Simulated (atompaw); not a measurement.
**An all-electron radial function and its pseudo partner (Pd (Z = 46))**

Columns: radius, all-electron u(r) and pseudo u(r) of the 4s shell (level -87.99 eV) of palladium in the configuration [Ar] 3d10 4s2 4p6 4d9.75 5s0 5p0; LDA (PW92), scalar-relativistic, PAW (atompaw) scheme, atompaw 4.2.0.5.

```
r (bohr)  all-electron  pseudo
   0.079        0.4075  0.2140
   0.158        0.0268  0.4219
   0.237       -0.5626  0.6175
   0.315       -0.6392  0.7933
   0.394       -0.3288  0.9485
   0.473        0.1225  1.0765
   0.552        0.5479  1.1737
   0.631        0.8724  1.2378
   0.710        1.0790  1.2679
   0.788        1.1796  1.2649
   0.867        1.1995  1.2310
   0.946        1.1613  1.1700
   1.025        1.0862  1.0877
   1.104        0.9907  0.9907
   1.183        0.8865  0.8865
   1.262        0.7818  0.7818
   1.340        0.6830  0.6830
   1.419        0.5902  0.5902
   1.498        0.5064  0.5064
   1.577        0.4319  0.4319
   1.656        0.3666  0.3666
   1.735        0.3099  0.3099
   1.813        0.2616  0.2616
   1.892        0.2198  0.2198
   1.971        0.1842  0.1842
   2.050        0.1540  0.1540
```

Question: How many radial nodes do the two functions have?

Answer: The all-electron 4s function has n − l − 1 = 3 (the table is too coarse to show those close to the nucleus); the pseudo-wave has 0, since the states of the same l below it are removed with the core.

Question: At about which radius was the pseudo-wave matched?

Answer: 1.20 bohr. The columns agree to 0.0005 from 1.10 bohr on; several derivatives are matched, so the curves merge somewhat inside the radius.

Question: Is the pseudo-wave norm-conserving?

Answer: No, it belongs to a PAW set: the norm inside the radius is not constrained, and the difference is carried by the augmentation charge.
